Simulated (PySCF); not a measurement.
# Computed spin Hamiltonian

C3H8F2Si2 (charge +1 and doublet state).
Cartesian coordinates in Å at the GFN2-xTB level; atoms count from 1:
```xyz
15
C3H8F2Si2 angstrom
C     -1.8996    1.8282    0.9141
C     -1.3975    0.6692    0.4881
Si     0.0576    0.4685   -0.6613
Si     2.0414   -0.5453    0.9556
C     -0.0292   -1.2689   -1.5416
F      1.2249   -1.6432   -1.9042
F     -0.4481   -2.1784   -0.6243
H     -2.7637    1.8614    1.5590
H     -1.4861    2.7831    0.6357
H     -1.8707   -0.2541    0.8172
H      0.6230    1.4841   -1.5434
H      1.3627   -1.6990    1.5296
H      3.0897   -0.7744   -0.0282
H      2.1670    0.6357    1.8051
H     -0.6759   -1.3589   -2.4234
```

The hyperfine couplings belong to this conformer and change with its torsions.

As a line formula: `[CH2+][CH][Si@@H]([SiH3])C(F)F` [radical] (charge +1).

Computed, not measured: UKS B3LYP, pcH-1 on C F H Si, non-relativistic, mean-field spin-orbit, GIAO in PySCF. The structure is a single GFN2-xTB conformer in the gas phase; no vibrational or solvent corrections. GFN2-xTB frequencies show an imaginary mode (32i cm⁻¹), so this geometry is no minimum at that level. The geometry wasn't refined by DFT: couplings that depend on bond lengths, twists or pyramidal angles can differ widely from those at the functional's own minimum, by a factor of two or more for some ions and for spin on atoms past the first row. The SCF solution wasn't tested for stability.

```
g1, g2, g3      : 2.00241, 2.00758, 2.00806
g_iso           : 2.00601
Form of g       : close to axial: the two nearest values differ by 8 % of g3 − g1
⟨S²⟩            : 0.7561 (exact 0.7500)
Total energy    : -897.47606 Eh
Basis functions : 275
```

Hyperfine couplings atom by atom, in MHz; T1 to T3 are the principal values of the dipolar part; ρ(0) is the spin density at the nucleus:

```json
{"atom": "C1", "isotope": "13C", "a_iso": "14.9", "of which spin–orbit": "-0.1", "T1": "-17.1", "T2": "-16.4", "T3": "33.5", "Mulliken spin population": "0.22", "ρ(0) (bohr⁻³)": "0.0133"}
{"atom": "C2", "isotope": "13C", "a_iso": "4.4", "of which spin–orbit": "0.1", "T1": "-9.3", "T2": "-2.9", "T3": "12.2", "Mulliken spin population": "-0.01", "ρ(0) (bohr⁻³)": "0.0038"}
{"atom": "Si3", "isotope": "29Si", "a_iso": "-8.8", "of which spin–orbit": "0.0", "T1": "-73.5", "T2": "35.6", "T3": "37.8", "Mulliken spin population": "0.35", "ρ(0) (bohr⁻³)": "0.0100"}
{"atom": "Si4", "isotope": "29Si", "a_iso": "-38.2", "of which spin–orbit": "0.2", "T1": "-94.2", "T2": "46.7", "T3": "47.5", "Mulliken spin population": "0.39", "ρ(0) (bohr⁻³)": "0.0432"}
{"atom": "C5", "isotope": "13C", "a_iso": "15.0", "of which spin–orbit": "0.0", "T1": "-6.6", "T2": "-6.4", "T3": "13.0", "Mulliken spin population": "0.03", "ρ(0) (bohr⁻³)": "0.0133"}
{"atom": "F6", "isotope": "19F", "a_iso": "8.3", "of which spin–orbit": "0.0", "T1": "-7.9", "T2": "-1.2", "T3": "9.1", "Mulliken spin population": "0.00", "ρ(0) (bohr⁻³)": "0.0020"}
{"atom": "F7", "isotope": "19F", "a_iso": "5.2", "of which spin–orbit": "0.0", "T1": "-11.6", "T2": "-8.9", "T3": "20.5", "Mulliken spin population": "0.00", "ρ(0) (bohr⁻³)": "0.0012"}
{"atom": "H8", "isotope": "1H", "a_iso": "-8.7", "of which spin–orbit": "0.0", "T1": "-8.2", "T2": "-1.7", "T3": "10.0", "Mulliken spin population": "-0.01", "ρ(0) (bohr⁻³)": "-0.0019"}
{"atom": "H9", "isotope": "1H", "a_iso": "-11.0", "of which spin–orbit": "0.0", "T1": "-6.7", "T2": "-1.9", "T3": "8.6", "Mulliken spin population": "-0.01", "ρ(0) (bohr⁻³)": "-0.0025"}
{"atom": "H10", "isotope": "1H", "a_iso": "1.5", "of which spin–orbit": "0.0", "T1": "-3.8", "T2": "1.1", "T3": "2.7", "Mulliken spin population": "0.00", "ρ(0) (bohr⁻³)": "0.0003"}
{"atom": "H11", "isotope": "1H", "a_iso": "18.5", "of which spin–orbit": "0.0", "T1": "-5.0", "T2": "-0.4", "T3": "5.3", "Mulliken spin population": "0.00", "ρ(0) (bohr⁻³)": "0.0041"}
{"atom": "H12", "isotope": "1H", "a_iso": "6.3", "of which spin–orbit": "0.0", "T1": "-6.3", "T2": "0.6", "T3": "5.7", "Mulliken spin population": "0.00", "ρ(0) (bohr⁻³)": "0.0014"}
{"atom": "H13", "isotope": "1H", "a_iso": "23.7", "of which spin–orbit": "0.0", "T1": "-6.6", "T2": "1.0", "T3": "5.6", "Mulliken spin population": "0.01", "ρ(0) (bohr⁻³)": "0.0053"}
{"atom": "H14", "isotope": "1H", "a_iso": "35.5", "of which spin–orbit": "0.0", "T1": "-6.9", "T2": "1.7", "T3": "5.2", "Mulliken spin population": "0.01", "ρ(0) (bohr⁻³)": "0.0079"}
{"atom": "H15", "isotope": "1H", "a_iso": "46.6", "of which spin–orbit": "0.0", "T1": "-4.1", "T2": "-1.4", "T3": "5.4", "Mulliken spin population": "0.02", "ρ(0) (bohr⁻³)": "0.0104"}
```

Largest spin populations (Mulliken): Si4 (+0.39), Si3 (+0.35) and C1 (+0.22). Three atoms exceed +0.15.

C2, the radical centre as drawn in `[CH2+][CH][Si@@H]([SiH3])C(F)F`, holds a spin population of -0.01 out of 1.

Axes: g1 points within 11° of the Si3–Si4 bond and g3 points within 8° of the Si4–H12 bond.

Under fast tumbling the dipolar parts average out, and these isotropic splittings remain (the largest six): 1 × 1H (H15, I = 1/2, 2 lines) with 1.66 mT, 3 × 1H (H12/H13/H14, I = 1/2, 4 lines) with 0.78 mT, 1 × 1H (H11, I = 1/2, 2 lines) with 0.66 mT, 1 × 1H (H9, I = 1/2, 2 lines) with 0.39 mT, 1 × 1H (H8, I = 1/2, 2 lines) with 0.31 mT and 1 × 19F (F6, I = 1/2, 2 lines) with 0.29 mT.

Means are taken over nuclei equivalent by connectivity, which assumes that they swap fast. H8 and H9 aren't averaged: C1 is flat or nearly so (angle sum 360°), and its turn about the short C1–C2 bond (1.33 Å) is taken as slow. The three 1H nuclei of mean +21.8 MHz run from 6.3 to 35.5 MHz in the frozen geometry.

The 29Si coupling of Si4 (-38.2 MHz) shows only in satellite lines or after enrichment, since that isotope makes up about 4.7 % of natural silicon.

The 13C coupling of C5 (15.0 MHz) shows only in satellite lines or after enrichment, since that isotope makes up about 1.07 % of natural carbon.

β density exceeds α density at some nuclei, such as H9 (-0.0025) and H8 (-0.0019), spin density in bohr⁻³. In a single determinant that takes different orbitals for the two spins, that is spin polarisation.
